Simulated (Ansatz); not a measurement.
Input for Ansatz (a program for electronic structure): U-PBE/def2-TZVPP on ClFGeH2 (SMILES [F][GeH2][Cl]), a point of a bond scan (R = 3.764 Å).

Ansatz 0.2 input:
```yaml
crystal:
  periodic: [false, false, false]
  atoms:
    - {symbol: Ge, position_ang: [-0.48721924, -0.28782149, 0.04175761]}
    - {symbol: F, position_ang: [-1.17043530, 1.31354765, 0.03434333]}
    - {symbol: Cl, position_ang: [3.24268375, 0.14346571, -0.21960884]}
    - {symbol: H, position_ang: [-0.82640627, -0.91124549, 1.39620161]}
    - {symbol: H, position_ang: [-0.99927659, -0.99707760, -1.21242615]}
basis:
  gaussian:
    orbitals: def2-TZVPP
hamiltonian:
  xc: {name: PBE}
magnetization: {spin_polarized: true, initial_magnetization: 0}
```

Give the final energy of this run.

-2637.6558 hartree. Its determinant has ⟨S²⟩ = 0.26, a mixture of spin states.

How many basis functions does it have, and what does it roughly cost on one machine?

149 functions; very roughly 17 core-seconds.
